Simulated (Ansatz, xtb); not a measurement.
C5H6Si: which of two isomers lies lower

Structure X is `C#CC#CC[SiH3]`, a singlet and structure Y is `C#CC([SiH3])C#C`, a singlet. Both are isolated molecules in the gas phase, relaxed with B3LYP-D3(BJ)/def2-SVP.

X (Å):

```xyz
12

C    -3.7495    1.4345    1.3486
C    -2.6853    0.9644    0.9869
C    -1.4874    0.4340    0.5815
C    -0.4229   -0.0323    0.2085
C     0.8473   -0.6166   -0.1701
Si    1.6103   -1.6509    1.2462
H    -4.6872    1.8490    1.6663
H     1.5710    0.1689   -0.4531
H     0.7298   -1.2716   -1.0520
H     0.6834   -2.7582    1.6071
H     1.8419   -0.7779    2.4293
H     2.9091   -2.2158    0.7768
```

Y (Å):

```xyz
12

C    -2.0915    0.7306    2.2683
C    -1.1859    0.5038    1.4967
C    -0.1312    0.1797    0.5373
C     1.1648   -0.1147    1.1470
C     2.2384   -0.4088    1.6242
Si   -0.6876   -1.3376   -0.5203
H    -2.8864    0.9414    2.9581
H    -0.0164    1.0187   -0.1752
H     0.3630   -1.6129   -1.5389
H    -0.8607   -2.5066    0.3801
H    -1.9733   -0.9988   -1.1907
H     3.1899   -0.6575    2.0542
```

Energies in hartree; the thermal terms are from GFN2-xTB frequencies at re-optimised GFN2-xTB minima (ideal gas, soft modes damped towards free rotors, one conformer each, 298.15 K, 1 atm) and include the zero-point energy:

```
                              X           Y
E, CCSD(T)/def2-SVP  −482.226477  −482.210289
    E, MP2/def2-SVP  −482.145690  −482.127480
  E, MP2/def2-TZVPP  −482.617512  −482.601017
  zero-point energy     0.078169     0.077606
       H(298 K) − E     0.087570     0.086972
       G(298 K) − E     0.045570     0.045255
```

**Question.** Correct the CCSD(T) difference for the basis set by the MP2 change, then work out ΔE, ΔE₀, ΔH and ΔG for X → Y in kJ/mol (1 Eh = 2625.50 kJ/mol) and the equilibrium ratio [Y]/[X].

**Answer.** 1. Differences Y − X: CCSD(T) +0.016188, MP2 in the small set +0.018210, MP2 in the large set +0.016495 Eh.
2. ΔE = +0.016188 + (+0.016495 − (+0.018210)) = +0.014473 Eh = +38.00 kJ/mol.
3. ΔE₀ = ΔE + ΔZPE = +0.014473 + (−0.000563) Eh = +36.52 kJ/mol.
4. ΔH = ΔE + (−0.000598) Eh = +36.43 kJ/mol.
5. ΔG = ΔE + (−0.000315) Eh = +37.17 kJ/mol, so ΔS = (ΔH − ΔG)/T = −2.5 J/(mol K).
6. kT = 0.9442 mEh, so K = [Y]/[X] = exp(−ΔG/kT) = exp(−14.99) ≈ 3.1 × 10^−7.

Structure X is favoured at this temperature. An error of 4 kJ/mol in ΔG would change K by a factor of 5. Mirror images and further conformers aren't counted.

As drawn, both hold the same kinds of bond in the same numbers.

Other levels gave ΔE = +35.9 (GFN2-xTB); +52.4 (HF/STO-3G, GFN2-xTB geometries); +69.7 (r2SCAN-D4/def2-SVP, GFN2-xTB geometries); +59.9 (B3LYP-D3(BJ)/def2-SVP); +39.4 (HF/def2-SVP); +47.8 (MP2/def2-SVP); +42.5 (CCSD(T)/def2-SVP) kJ/mol. The correlated steps freeze 10 core orbitals. Programs: Ansatz 0.2.0, xtb 6.7.1.
